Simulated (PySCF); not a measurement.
Sn(F)3(SH) (F3HSSn), SMILES [F][Sn]([F])([F])[SH].

Coordinates come from a B3LYP-D3(BJ)/def2-SVP optimisation. The structure was generated by enumeration; whether it is a known compound was not checked. The def2 effective core potentials stand for the cores of Sn; spin–orbit coupling is left out. The values are those of a single conformer.

All values below come from PySCF with PBE/def2-TZVP.

Symmetry labels are those of the subgroup Cs that the program uses (full group Cs).

Computed valence orbital energies around the gap with their symmetry:
```csv
orbital,symmetry,energy (eV)
HOMO−7,A',-10.40
HOMO−6,A",-9.76
HOMO−5,A',-9.76
HOMO−4,A',-9.62
HOMO−3,A",-9.59
HOMO−2,A",-9.50
HOMO−1,A',-9.14
HOMO,A",-7.65
LUMO,A',-4.25
LUMO+1,A',-1.69
LUMO+2,A',-0.87
LUMO+3,A",-0.86
```
